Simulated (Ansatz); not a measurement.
Basis sets compared for GeH2MeI (CH5GeI). The state is a singlet with charge 0. Geometry PBE0-D4/def2-SVP. Ansatz on 4 threads of Arm Neoverse V2 on a shared host; times are rough, and most runs start from earlier orbitals.

Cartesian coordinates in Å:
```
Ge 0.241 0.534 0.653
H 0.417 2.018 0.291
H 1.409 0.051 1.530
C -0.020 -0.586 -0.914
H 0.864 -0.523 -1.567
H -0.904 -0.249 -1.473
H -0.168 -1.631 -0.608
I -1.840 0.386 2.087
```

In the def2 sets I takes a core potential; there is no spin–orbit coupling.

Binding counts from free atoms (Ge triplet, H doublet, C triplet, I doublet) in the same basis, without a counterpoise term.

```
           level  functions  energy (Eh)  HOMO (eV)  LUMO (eV)  binding per atom (eV)  wall time
 PBE-D4/def2-SVP         97   -2415.1767      -6.14      -1.45                   3.18     0.75 s
PBE0-D4/def2-SVP         97   -2415.2727      -7.32      -0.62                   3.17      1.2 s
```

**Question.** Estimate the rows for PBE-D4/def2-TZVP (with forces), PBE0-D4/def2-TZVP.

**Answer.** 
```csv
level,functions,energy (Eh),HOMO (eV),LUMO (eV),binding per atom (eV),wall time
PBE-D4/def2-TZVP (with forces),159,-2415.4956,-6.28,-1.61,3.18,1.5 s
PBE0-D4/def2-TZVP,159,-2415.5881,-7.41,-0.76,3.16,1.8 s
```
